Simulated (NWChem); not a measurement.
Molecule: C₂H₇B; SMILES CBC

Program: NWChem. Coordinates come from a B3LYP/6-31G* (spherical d) optimisation. Field at 589 nm.

Problem. What does the run give for B3LYP/def2-SVP? Quantities: isotropic polarisability (bohr³); anisotropy (bohr³).

Solution. 
```json
{
 "isotropic polarisability (bohr³)": "36.8",
 "anisotropy (bohr³)": "11.1"
}
```
